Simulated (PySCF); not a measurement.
Species: C5H12ClSi (doublet state).
Geometry (GFN2-xTB, Å), atoms numbered from 1 in this order:
```xyz
19
C5H12ClSi angstrom
C      2.0075    1.3936   -0.1273
Si     1.4044   -0.3770    0.1638
C     -0.4812   -0.3140    0.7183
C     -0.7604   -1.4422    1.7053
C     -1.3369   -0.3901   -0.4589
C     -1.6721    0.7274   -1.2639
Cl    -0.3819    0.9327   -2.7404
H      1.8597    2.0199    0.7490
H      1.4888    1.8552   -0.9615
H      3.0682    1.3966   -0.3589
H      2.1324   -0.9779    1.2923
H      1.5220   -1.2379   -1.0112
H     -0.6141    0.6511    1.2157
H     -0.1064   -1.3725    2.5705
H     -1.7920   -1.3940    2.0517
H     -0.6048   -2.4108    1.2364
H     -1.5830   -1.3749   -0.8273
H     -2.5802    0.6286   -1.8478
H     -1.5799    1.6955   -0.7836
```

The hyperfine couplings belong to this conformer and change with its torsions.

As a line formula: `C[SiH2][C@H](C)[CH]CCl` [radical].

Computed, not measured: UKS B3LYP, pcH-1 on C Cl H Si, non-relativistic, mean-field spin-orbit, GIAO in PySCF. The structure is a single GFN2-xTB conformer in the gas phase; no vibrational or solvent corrections. A GFN2-xTB geometry isn't a minimum of the functional, and hyperfine couplings can be far from their values at a DFT geometry. The SCF solution wasn't tested for stability.

The Mulliken spin populations are largest on C5 (+0.79), Cl7 (+0.20) and Si2 (+0.07). The angles at C5 add up to 359.1°, so it is planar; its axial dipolar tensor and the negative coupling of its proton fit spin in a p orbital normal to that plane.

Task: Find Q in a(H) = Q·ρ(C) for the protons on the planar carbons that carry spin.

Result: 
```
  H   C    ρ(C)  a(H) (G)  a/ρ (G)
H17  C5  +0.786    -16.90    -21.5
```

One proton gives one ratio, Q = -21.5 G, and no test of linearity. In McConnell's picture π spin on carbon polarises the C–H bond and leaves opposite spin at the proton, which makes Q negative, as found here.

Couplings in gauss use g_iso = 2.0038.
